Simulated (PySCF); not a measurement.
Several molecules and their computed UV-vis stick spectra, shuffled. Method used: PySCF, TDDFT wB97X-D/def2-SVPD, vertical, gas phase, core orbitals frozen in the response. Geometries: PBE0-D3(BJ)/def2-SVP; one conformer of each isolated species. Triplets are in the Tamm–Dancoff approximation. Atoms past krypton carry core potentials; spin–orbit coupling is left out. Ions are computed without counter-ions or solvent.

A. `[SiH2]([PH3+])SC`
B. `BrC(Br)(Br)Br`
C. `[F][Zr]([F])([Cl])[Cl]`
D. `BC(F)=C(F)F`
E. `C=C(C)B(OC)OCF`

Lowest singlet levels (six at most, fewer where fewer were computed) with oscillator strengths:

1. 6.33 eV (f 0.001); 6.38 eV (f 0.023); 6.42 eV (f 0.000); 6.46 eV (f 0.002); 6.72 eV (f 0.002); 6.92 eV (f 0.000); T1 5.91 eV
2. 4.64 eV (f 0.000 summed over 3 states); 5.48 eV (f 0.066 summed over 3 states); 5.75 eV (f 0.000 summed over 2 states) [of 10 roots; the last level is left out, as the window may have cut its degenerate partner]; T1 4.16 eV
3. 5.02 eV (f 0.002); 5.35 eV (f 0.002); 6.04 eV (f 0.007); 6.06 eV (f 0.004); 6.84 eV (f 0.008); 7.04 eV (f 0.015); T1 4.83 eV
4. 6.53 eV (f 0.293); 6.75 eV (f 0.002); 7.39 eV (f 0.030); 7.87 eV (f 0.069); 8.08 eV (f 0.003); 8.15 eV (f 0.001); T1 4.08 eV
5. 5.37 eV (f 0.269); 5.96 eV (f 0.000); 6.36 eV (f 0.004); 7.31 eV (f 0.026); 8.03 eV (f 0.006); 8.95 eV (f 0.016); T1 3.29 eV

**Question.** Match each spectrum to its molecule.

**Answer.** 1 = C, 2 = B, 3 = A, 4 = E, 5 = D.
- A: S1 at 5.02 eV, HOMO→LUMO+1 (57%), HOMO→LUMO (33%); Löwdin shares by element: HOMO sulfur 69%, silicon 11%, carbon 10%; LUMO phosphorus 29%, silicon 29%, sulfur 8%, hydrogen 7% or more (atoms not listed hold the other 27%); HOMO -13.29 and LUMO -3.63 eV; point group Cs.
- B: S1 at 4.64 eV, HOMO-2/HOMO-1/HOMO→LUMO (≥88%); Löwdin shares by element: HOMO (one of a set within 0.03 eV) bromine 99% or more; LUMO bromine 59% or more, carbon 21% (atoms not listed hold the other 20%); HOMO -10.17 and LUMO -0.85 eV; point group Td, 5 of its 8 listed states under f = 0.0005.
- C: S1 at 6.33 eV, HOMO→LUMO+1 (86%), HOMO-2/HOMO-1→LUMO (≥9%); for S1 the Löwdin share of zirconium is at most 4% in HOMO and 72% in LUMO+1 (ligand-to-metal charge transfer by this measure); HOMO -11.72 and LUMO -0.64 eV.
- D: S1 at 5.37 eV, HOMO→LUMO (98%); Löwdin shares by element: HOMO carbon 56%, fluorine 27% or more (atoms not listed hold the other 17%); LUMO boron 38%, carbon 36%, fluorine 6% or more (atoms not listed hold the other 19%); HOMO -9.96 and LUMO -0.58 eV; point group Cs, 1 of its 6 listed states under f = 0.0005.
- E: S1 at 6.53 eV, HOMO→LUMO (96%); Löwdin shares by element: HOMO carbon 77% or more (atoms not listed hold the other 23%); LUMO carbon 54% or more, boron 15%, oxygen 7% or more (atoms not listed hold the other 24%); HOMO -9.30 and LUMO 1.26 eV.

A slash joins orbitals within 0.01 eV of each other, whose weights are summed (≥ marks a lower bound).
